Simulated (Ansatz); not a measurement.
Isolated molecules relaxed with PBE0-D4/def2-TZVP in Ansatz; ΔE leaves out vibrations. CBS: MP2 limit from def2 TZ/QZ plus the TZ coupled-cluster correction, frozen cores. This one scheme is used for every species. DFT in def2-TZVPP. HSE06 is defined as in plane-wave codes. For Se outer-core shells are correlated without core-valence functions, which leaves a few kJ/mol of doubt a bond. Scalar relativity is left out up to krypton. One conformer a species, not always the lowest.

Reaction (ligand exchange at the Se–C bond): `[SiH3]C[SeH]` + `OPO` → `OP(O)[SeH]` + `C[SiH3]`

CCSD(T)/CBS gives -0.80 eV.

Another level gave -0.70 eV. Which?
A. PBE-QIDH/def2-TZVPP
B. CCSD/def2-TZVPP
C. revPBE/def2-TZVPP
D. HSE06/def2-TZVPP

B. CCSD/def2-TZVPP -0.70, revPBE -0.93, HSE06 -0.89, PBE-QIDH -0.81 eV.

Largest T1 diagnostic among the species: 0.013.

From BLYP to BHLYP (50 % exact exchange), in def2-TZVPP and without D4, ΔE moves by +0.10 eV. Leaving LDA and LC-ωPBE aside and taking each functional with its dispersion term where it has one, the values, not all of them listed here, spread over 0.20 eV, from r2SCAN-D4 to ωB97X-V. At CCSD(T), def2-SVP lies +0.07 eV from the extrapolated value and def2-TZVPP +0.07 eV.
